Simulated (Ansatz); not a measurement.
Relaxation of AlClFGeH$_{5}$O$_{2}$ (11 atoms, charge 0, multiplicity 1), to a largest force component of 0.03 eV/Å in at most 50 steps.

Method: Ansatz 0.2.0, RKS PBE-D4/def2-SVP.

```xyz
11
Properties=species:S:1:pos:R:3
Ge -0.271 0.278 -0.256
Cl -0.864 0.263 1.873
F 1.436 0.661 -0.222
O -1.122 1.642 -1.010
H -1.066 2.449 -0.464
H -0.596 -0.978 -1.069
O 0.804 -2.214 0.947
Al 0.661 -3.938 1.020
H 0.537 -4.653 -0.395
H 0.645 -4.667 2.442
H 0.820 -1.676 1.776
```

Where does it end, and by what steps?

The forces met the threshold. After 32 steps the energy has fallen by 0.985 eV; H10 moved furthest, 2.54 Å. Joined: Ge1–O7 (2.97 → 2.07 Å), F3–Al8 (4.83 → 1.86 Å).

```tsv
step	energy less start (eV)	largest force component (eV/Å)	accepted
0	0.0000	0.536	yes
2	-0.0129	0.078	yes
4	-0.0158	0.049	yes
6	-0.0189	0.175	yes
8	-0.0220	0.095	yes
10	-0.0314	0.297	yes
12	-0.0410	0.287	yes
14	-0.0482	0.631	no
16	-0.0800	0.121	yes
18	-0.1258	0.363	yes
20	-0.2532	0.355	yes
22	-0.4868	0.530	yes
24	-0.8025	0.621	yes
26	-0.9142	0.654	yes
28	-0.9752	0.196	yes
30	-0.9821	0.045	yes
32	-0.9855	0.021	yes
```

```xyz
11
Properties=species:S:1:pos:R:3
Ge -0.673 -0.328 0.135
Cl -0.815 0.520 2.165
F 1.064 -1.179 -0.402
O -0.177 1.107 -0.806
H 0.631 1.533 -0.460
H -1.919 -0.762 -0.649
O -0.574 -2.172 1.063
Al 1.086 -2.804 0.493
H 0.948 -3.959 -0.594
H 2.151 -2.763 1.681
H -0.741 -2.025 2.016
```

Whether the end is a true minimum wasn't checked by a vibrational analysis.

The run took 56 s on 4 threads of Arm Neoverse V2, on a shared host, peak memory 0.21 GiB.
